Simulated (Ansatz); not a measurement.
This geometry of C3H3BFNO (10 atoms, charge 0, multiplicity 1) is a first-order saddle point.

Level of theory: Ansatz, RKS r2SCAN/def2-SVP.

```xyz
10
Properties=species:S:1:pos:R:3
B -0.807 0.957 -1.043
C -0.093 0.002 1.114
N -0.246 0.054 2.277
C 0.042 -0.014 -0.242
C 0.986 -0.966 -0.831
F 1.610 -1.702 0.148
O 1.250 -1.155 -1.974
H -1.561 1.708 -0.472
H -0.709 0.959 -2.243
H -0.389 0.106 3.267
```

Which two structures does it join? (They come from a converged band through this point; their orientation in space is the band's.)

No bond is made or broken.  The two ends are copies of one structure, up to a mirror image or an exchange of like atoms.

First end point:

```xyz
10
Properties=species:S:1:pos:R:3
B -0.868 0.954 -0.979
C -0.163 -0.119 1.127
N -0.444 -0.246 2.287
C 0.005 -0.038 -0.210
C 1.023 -0.889 -0.846
F 1.668 -1.659 0.080
O 1.315 -0.961 -1.995
H -1.670 1.628 -0.381
H -0.733 1.043 -2.172
H -0.050 0.235 3.091
```

Last end point:

```xyz
10
Properties=species:S:1:pos:R:3
B -0.873 0.949 -0.979
C -0.005 0.044 1.145
N -0.012 0.199 2.334
C 0.063 0.021 -0.204
C 1.015 -0.898 -0.847
F 1.705 -1.623 0.083
O 1.219 -1.059 -2.006
H -1.635 1.662 -0.375
H -0.828 0.944 -2.182
H -0.565 -0.289 3.034
```

How far does it lie above each of them?

0.138 eV above the first and 0.138 eV above the second. This is the barrier of this one path; another mechanism may lie lower.

Run time: 11 min on 2 threads of Arm Neoverse V1, with other jobs on the host, peak memory 0.17 GiB.
